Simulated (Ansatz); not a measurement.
Program: Ansatz. Geometries: PBE0-D4/def2-TZVP. ΔE: electronic, gas phase. CCSD(T)/CBS is the MP2 limit (def2-TZVPP, def2-QZVPP) plus CCSD(T) − MP2 in def2-TZVPP, frozen cores. This one scheme is used for every species. Functionals use def2-TZVPP. B3LYP here is the variant with VWN-RPA as its local correlation; programs differ in this. HSE06 is defined as in plane-wave codes. One conformer a species, not always the lowest.

Consider the formal hydrolysis of the Al–C bond: `CC1=CC(C)=[O+][Al-]([CH3])([OH])[O]1` + H₂O → `CC1=CC(C)=[O+][Al-]([OH])([OH])[O]1` + CH₄.

| level | ΔE (kJ/mol) | difference from CCSD(T)/CBS |
| --- | --- | --- |
| BLYP-D4 | -143.6 | -2.6 |
| B97M-V | -146.0 | -5.0 |
| B3LYP-D4 | -145.5 | -4.5 |
| r2SCANh-D4 | -145.4 | -4.4 |
| B2PLYP | -148.7 | -7.7 |
| revPBE | -134.9 | 6.1 |
| HSE06 | -137.5 | 3.5 |
| LC-ωPBE | -140.9 | 0.1 |
| CCSD/def2-SVP | -150.6 | -9.6 |
| CCSD(T)/def2-SVP | -148.8 | -7.8 |
| CCSD(T)/CBS | -141.0 | 0 |

Largest T1 diagnostic among the species: 0.015.

At CCSD(T), def2-SVP lies −7.8 kJ/mol from the extrapolated value and def2-TZVPP −1.7 kJ/mol. Leaving LDA and LC-ωPBE aside and taking each functional with its dispersion term where it has one, the values, not all of them listed here, spread over 18.1 kJ/mol, from BHLYP-D4 to revPBE-D4. From BLYP to BHLYP (50 % exact exchange), in def2-TZVPP and without D4, ΔE moves by −6.2 kJ/mol.

CCSD(T)/CBS has its own doubt, a few kJ/mol and more with outer-core shells, so smaller differences from it don't rank the levels.
